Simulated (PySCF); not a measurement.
Compound: Ta(NSiMe3)F3, C3H9F3NSiTa (singlet state).
Cartesian coordinates in Å at the PBE0-D3(BJ)/def2-SVP level; atoms count from 1:
```xyz
18
C3H9F3NSiTa angstrom
Ta     0.2504    0.0821   -2.9817
N      0.0645    0.0330   -1.2333
Si    -0.0595   -0.0135    0.5221
C     -1.8674   -0.2064    0.9809
C      0.6338    1.5941    1.1947
C      0.9417   -1.4771    1.1342
H     -2.2823   -1.1358    0.5611
H     -1.9915   -0.2411    2.0753
H     -2.4626    0.6366    0.5972
H      0.5872    1.6112    2.2955
H      1.6863    1.7197    0.8967
H      0.0669    2.4584    0.8158
H      0.5492   -2.4197    0.7221
H      1.9965   -1.3859    0.8322
H      0.9057   -1.5457    2.2334
F      2.0977   -0.0367   -3.3300
F     -0.4613    1.7257   -3.5630
F     -0.7115   -1.3823   -3.6754
```

The calculation used TDDFT wB97X-D/def2-SVPD, vertical, gas phase, core orbitals frozen in the response, def2 core potentials past Kr (PySCF 2.14.0, density-fitted response routines). Spin–orbit coupling is left out.

Kohn–Sham orbitals with the atoms that hold most of them (Löwdin shares over 4%, at most four atoms):

```json
{"orbital": "LUMO+2", "ε (eV)": "1.03", "atoms": "Ta1 64%, F16 6%, F18 6%, F17 6%"}
{"orbital": "LUMO+1", "ε (eV)": "0.59", "atoms": "Ta1 65%, F17 11%, F18 8%, N2 6%"}
{"orbital": "LUMO", "ε (eV)": "0.58", "atoms": "Ta1 65%, F16 11%, F18 8%, N2 6%"}
{"orbital": "HOMO", "ε (eV)": "-9.88", "atoms": "N2 33%, C5 17%, Ta1 13%, Si3 11%"}
{"orbital": "HOMO-1", "ε (eV)": "-9.89", "atoms": "N2 33%, C4 17%, Ta1 13%, Si3 11%"}
{"orbital": "HOMO-2", "ε (eV)": "-11.18", "atoms": "N2 26%, C4 18%, Si3 13%, C5 9%"}
{"orbital": "HOMO-3", "ε (eV)": "-11.19", "atoms": "N2 27%, C6 16%, C5 13%, Si3 13%"}
```

Within 0.005 eV of a neighbour in this list lie HOMO-3/HOMO-2 and HOMO-1/HOMO.

Q: How does S1 compare with the orbital gap of 10.46 eV?

A: S1 is at 5.32 eV (f = 0.0000), 5.14 eV below the gap, made of HOMO-1/HOMO→LUMO (≥37%), HOMO-1/HOMO→LUMO+1 (≥32%), HOMO-3/HOMO-2→LUMO (≥10%). 

For S1 the Löwdin share of tantalum is 13% in HOMO-1 and 65% in LUMO (ligand-to-metal charge transfer by this measure).

Next come S2 at 5.53 eV (f 0.0041), HOMO-1/HOMO→LUMO+1 (≥42%), HOMO-1/HOMO→LUMO (≥21%); S3 at 5.53 eV (f 0.0047), HOMO-1/HOMO→LUMO (≥39%), HOMO-1/HOMO→LUMO+1 (≥21%); S4 at 5.85 eV (f 0.044), HOMO-1/HOMO→LUMO+1 (≥32%), HOMO-1/HOMO→LUMO (≥29%); S5 at 6.51 eV (f 0.023), HOMO-1/HOMO→LUMO+2 (≥57%), HOMO-1/HOMO→LUMO+3 (≥12%).

Orbitals of the list HOMO-3 to LUMO+2 that lie within 0.01 eV of each other are written together with a slash and their weights summed (≥ marks a lower bound); for degenerate orbitals outside that list single weights are arbitrary.
